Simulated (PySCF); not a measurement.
**Spin states and ions at one geometry of [PbI2]2+**

PySCF 2.14.0, RKS PBE0, Pb def2-SVP with ECP60, I def2-SVP with ECP28; non-relativistic Hamiltonian with scalar-relativistic core potentials where named; density fitting; no spin-orbit coupling; singlets restricted, open shells unrestricted. The geometry is relaxed for charge +2, singlet, vacuum:

```xyz
3

Pb    0.0000    0.0000    0.1304
I     2.6420    0.0000    0.1282
I    -2.6420    0.0000    0.1282
```

Energies count from the relaxed state; an electron taken off or put on is at rest in vacuum. Charges and spins are Mulliken's.

| state | energy (eV) | spin squared | charge on Pb1 (e) | spin on Pb1 (e) | dipole about the centre of mass (D) |
| --- | --- | --- | --- | --- | --- |
| charge +2, singlet, vacuum | 0.00 | 0.00 | 0.99 | 0.00 | 0.00 |
| charge +2, triplet, vacuum | 0.99 | 2.04 | 0.92 | -0.03 | 0.00 |
| charge +1, doublet, vacuum | -13.60 | 0.76 | 0.79 | 0.10 | 0.00 |

**Question.** What does the state charge +3, doublet, vacuum give?

**Answer.** energy (eV) 20.08, spin squared 0.78, charge on Pb1 (e) 1.13, spin on Pb1 (e) -0.13, dipole about the centre of mass (D) 0.00.

With an electron taken off (doublet) the charges change, summed by element, by Pb +0.14 e, I +0.86 e. The vertical ionisation energy is 20.08 eV, against −ε(HOMO) = 18.18 eV of the relaxed state. The level lies 1.9 eV too high, as is usual for semilocal functionals and global hybrids, which keep a self-interaction error.

With an electron put on (doublet) the charges change, summed by element, by Pb -0.20 e, I -0.80 e. The vertical electron affinity is 13.60 eV, against −ε(LUMO) = 15.50 eV of the relaxed state.

Open shells may have lower solutions than those found.
